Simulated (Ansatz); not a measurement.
Mulliken charges of `[ZnH][SiH]1N[SiH2]1` from r2SCAN/def2-TZVPP in Ansatz (PBE0-D4/def2-TZVP geometry).

```
atom   x (Å)   y (Å)   z (Å)  charge (e)
 Zn1  -0.089   2.274  -1.288       0.168
 Si2   0.679   0.548   0.146       0.290
  N3   0.397  -1.109  -0.353      -0.457
 Si4  -0.654  -1.048   1.005       0.292
  H5  -0.660   3.378  -2.225      -0.147
  H6   1.995   0.766   0.826      -0.104
  H7   0.743  -1.758  -1.038       0.131
  H8  -2.114  -1.171   0.741      -0.090
  H9  -0.297  -1.879   2.186      -0.083
```

Problem. By hand: the dipole of these point charges (1 e Å = 4.8032 D).

Solution. Σ q r = (0.011, 0.197, 0.138) e Å, of length 0.241 e Å = 1.16 D.

Problem. How does the dipole of the full density compare? (Estimate.)

Solution. The calculation gave: (0.091, -0.090, -0.136) e Å, 0.90 D; the point charges give 1.29 times that, at 142° from its direction, so they point the opposite way.

Point charges leave out the atoms' own dipoles, such as those of lone pairs, and Mulliken's split depends on the basis, so the two needn't agree.
